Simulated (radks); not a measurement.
The numbers below are computed, except where a source is named.
Ho3+, 64 electrons, occupied as [Xe] 4f9 6s1 (not the ground configuration). Level of theory: scalar-relativistic Kohn-Sham, PBE, spin-polarised, spherical densities, point nucleus; open shells are filled with parallel spins first (spin-orbit coupling, left out, can overturn this in heavy ions) (a radial shooting solver on a logarithmic mesh with Libxc functionals).

Unscreened Slater integrals over Kohn-Sham orbitals (hartree). They are taken over the spin-up orbitals.

F0(6s,6s): 0.31227
F0(6s,4f): 0.40583
G3(6s,4f): 0.016968
F0(6s,5p): 0.37982
G1(6s,5p): 0.034720
F0(6s,5s): 0.38700
G0(6s,5s): 0.020032
F0(4f,4f): 1.2496
F2(4f,4f): 0.59698
F4(4f,4f): 0.37513
F6(4f,4f): 0.27004
F0(4f,5p): 0.77197
F2(4f,5p): 0.26139
G2(4f,5p): 0.12688
G4(4f,5p): 0.10018
F0(4f,5s): 0.86197
G3(4f,5s): 0.15163
F0(5p,5p): 0.63961
F2(5p,5p): 0.34588
F0(5p,5s): 0.68138
G1(5p,5s): 0.45722
F0(5s,5s): 0.73530

Derived for the open shells (J is the average intra-shell exchange parameter used in DFT+U). 4f: F4/F2 = 0.628, F6/F2 = 0.452, J = (286 F2 + 195 F4 + 250 F6)/6435 = 0.04839 hartree.
